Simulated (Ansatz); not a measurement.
Problem. Name a neutral molecule of Al, Br, C, N, Si and H with HOMO–LUMO gap (B3LYP/def2-TZVPP) between 5.10 and 5.40 eV and HOMO energy (ωB97M-V/def2-TZVPP) between -9.45 and -9.15 eV (Ansatz, PBE0-D4/def2-TZVP geometry).

Solution. `C=[N][AlH][SiH2]Br` (5.22 eV, -9.27 eV). Other molecules can fit too; these were computed, each in one conformer that needn't be the lowest.

B3LYP here is the variant with VWN-RPA as its local correlation; programs differ in this.
